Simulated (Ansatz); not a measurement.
`[CH3][Al]([F])[SH]` + NH₃ → `[NH2][Al]([F])[SH]` + CH₄ at 298.15 K and 1 bar (ligand exchange at the Al–C bond).

Isolated molecules relaxed with PBE0-D4/def2-TZVP in Ansatz; ΔE leaves out vibrations. CCSD(T)/CBS is the MP2 limit (def2-TZVPP, def2-QZVPP) plus CCSD(T) − MP2 in def2-TZVPP, frozen cores. This one scheme is used for every species. Each species was taken in one conformer, which may not be the lowest.

| species | CCSD(T)/CBS energy (Eh) | H − E (kJ/mol) | S (J/(mol·K)) |
| --- | --- | --- | --- |
| `[CH3][Al]([F])[SH]` | -780.18144 | 145.8 | 347.6 |
| NH₃ | -56.50880 | 100.5 | 192.4 |
| `[NH2][Al]([F])[SH]` | -796.26217 | 118.7 | 330.4 |
| CH₄ | -40.46206 | 127.4 | 186.2 |

H − E and S are ideal-gas, rigid-rotor, harmonic terms from PBE0-D4/def2-TZVP, for one conformer and one mirror image of each species. 1 Eh = 2625.50 kJ/mol, R = 8.31446 J/(mol·K).

Q: By hand: ΔE, ΔH, ΔS and ΔG.

A: ΔE = (-796.26217) + (-40.46206) − (-780.18144) − (-56.50880) = -0.03399 Eh = -89.2 kJ/mol. Δ(H − E) = 118.7 + 127.4 − 145.8 − 100.5 = -0.2, so ΔH = -89.4 kJ/mol. ΔS = 330.4 + 186.2 − 347.6 − 192.4 = -23.4 J/(mol·K). ΔG = -89.4 − 298.15 × (-23.4)/1000 = -82.4 kJ/mol.

Q: By hand: the equilibrium constant, and the temperature at which ΔG would vanish if ΔH and ΔS stayed fixed.

A: log₁₀ K = −ΔG/(RT ln 10) = 14.4. ΔG = 0 at ΔH/ΔS = 3821 K, far beyond where these terms or the molecules hold.

ΔH outweighs TΔS. A doubt of 5 kJ/mol in ΔE shifts log₁₀ K by 0.9 here. Other conformers and mirror images would add mixing entropy, several J/(mol·K) or more a flexible species. Modes under 60 cm⁻¹, often nearly free rotors, make the harmonic entropy too high. These are equilibria of isolated gas molecules and say nothing of rates. Largest T1 diagnostic: 0.011 (customary marks: 0.02 for closed shells, 0.045 for open ones).
